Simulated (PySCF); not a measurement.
Species: C5H10FNSi.
SMILES: `F[C@H]1C[C@@H](/C=N/[SiH3])C1`

The closed-shell SCF was solved with PySCF and density fitting under several settings on one GFN2-xTB geometry (grid level 2 and gas phase unless stated).

```csv
settings,basis functions,SCF cycles,E (Eh),HOMO (eV),LUMO (eV),dipole (D)
PBE0/pcSseg-1,193,13,-640.0292,-6.93,-0.64,0.37
CAM-B3LYP/def2-SVPD,247,13,-640.1132,-8.36,0.42,0.47
```

Q: Estimate the rows for these settings: (1) LDA/def2-SVP, energy threshold 1e-11 Eh; (2) PBE0/STO-3G, start guess vsap.

A: 
| settings | basis functions | SCF cycles | E (Eh) | HOMO (eV) | LUMO (eV) | dipole (D) |
| --- | --- | --- | --- | --- | --- | --- |
| LDA/def2-SVP, energy threshold 1e-11 Eh | 166 | 13 | -636.1802 | -5.51 | -1.81 | 0.45 |
| PBE0/STO-3G, start guess vsap | 54 | 11 | -632.2508 | -3.68 | 3.12 | 0.86 |

Q: Over all rows, what range does the HOMO–LUMO gap span?

A: From 3.70 eV (LDA/def2-SVP, energy threshold 1e-11 Eh) to 8.78 eV (CAM-B3LYP/def2-SVPD). The functional of the narrowest has no exact exchange, that of the widest range-separated exact exchange.

Q: And the dipole moment?

A: From 0.37 D (PBE0/pcSseg-1) to 0.86 D (PBE0/STO-3G, start guess vsap); the largest is 2.32 times the smallest, and the median is 0.46 D.

Q: Compare two rows with the functional PBE0: PBE0/pcSseg-1 and PBE0/STO-3G, start guess vsap. Which energy is lower, and by how much?

A: PBE0/pcSseg-1 (193 functions) lies 7.7784 Eh or 4881 kcal/mol below PBE0/STO-3G, start guess vsap (54 functions).

Cycle counts include a coarse-grid stage where the run had one.

Shape of the structure used: `[F:1][C@H:2]1[CH2:3][C@@H:4](/[CH:5]=[N:6]/[SiH3:7])[CH2:8]1`: C3–C4–C5–N6 -126°.

One conformer stands for the species.
